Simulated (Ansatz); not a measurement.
System: C₂H₇BN (charge 0, doublet). SMILES: CC[B]N
Structure (B3LYP-D3(BJ)/def2-TZVP (Ansatz, a first-principles code) minimum search):
```
C
H 1 1.0972
H 1 1.1012 2 105.61
C 1 1.5358 2 108.93 3 117.72
H 4 1.0911 1 110.89 2 62.05
H 4 1.0918 5 107.35 1 -121.67
H 4 1.0919 5 108.10 6 -115.89
B 1 1.5635 2 107.09 3 -117.14
N 8 1.3806 1 127.56 2 102.08
H 9 1.0064 8 123.64 1 -178.49
H 9 1.0146 10 113.09 8 -179.87
```
Charge 0, spin multiplicity 2.

Wanted: atomisation energy, in kcal/mol. Conventions: no dispersion term unless named; UHF or UKS for open shells; spin-orbit terms left out; 6-31G* and kin with 6d, 5d where marked; atomisation electronic, to ground-state atoms; non-relativistic; frozen cores in correlated levels. Basis-set limits of correlation are two-point, X^-3; Hartree-Fock from the larger set. Ab initio and DFT rows: single points at B3LYP-D3(BJ) geometries (Ansatz).

```
species  coefficient  E at B3LYP/6-31G* (Ansatz), Eh  E at wB97M-V/def2-TZVPD (Ansatz), Eh
-------  -----------  ------------------------------  ------------------------------------
CC[B]N            -1                      -160.00054                            -159.97211
B atom            +1                       -24.65435                             -24.64968
C atom            +2                       -37.84628                             -37.84643
H atom            +7                        -0.50027                              -0.49411
N atom            +1                       -54.58449                             -54.59266
```

Coupled cluster (Ansatz) is a level with limits of its own, used here on species with T1 under 0.025 (0.045 for open shells) and stable references: CCSD(T)/CBS(cc-pVTZ,cc-pVQZ). Value to compare with, CCSD(T)/CBS(cc-pVTZ,cc-pVQZ) (Ansatz): 984.6 kcal/mol. 1 Eh = 627.5095 kcal/mol.

Q: Compute it at each level from the table, and compare with CCSD(T)/CBS(cc-pVTZ,cc-pVQZ) (Ansatz).

A: 
- B3LYP/6-31G*: the sum of coefficient times E is 1.56725 Eh, or 983.46 kcal/mol. Result: 983.5 kcal/mol. Its difference against CCSD(T)/CBS(cc-pVTZ,cc-pVQZ) (Ansatz) is -1.1 kcal/mol.
- wB97M-V/def2-TZVPD: the sum of coefficient times E is 1.57814 Eh, or 990.30 kcal/mol. Result: 990.3 kcal/mol. Its difference against CCSD(T)/CBS(cc-pVTZ,cc-pVQZ) (Ansatz) is 5.7 kcal/mol.
